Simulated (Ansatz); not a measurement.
`O=C[SiH](O)Cl`, charge 0, multiplicity 1.

(1) Give a relaxed structure at PBE0-D4/def2-TZVP (the Gaussian-basis code of Ansatz). (An estimate is asked.)

## Answers

(1) Ansatz gave: 
Cartesian coordinates in Å:
```
O -0.706 1.195 -1.359
C -0.659 0.024 -1.066
Si 0.191 -0.434 0.595
O 0.516 0.988 1.308
Cl 1.870 -1.490 0.080
H -1.065 -0.739 -1.767
H -0.606 -1.287 1.499
H 0.459 1.743 0.711
```
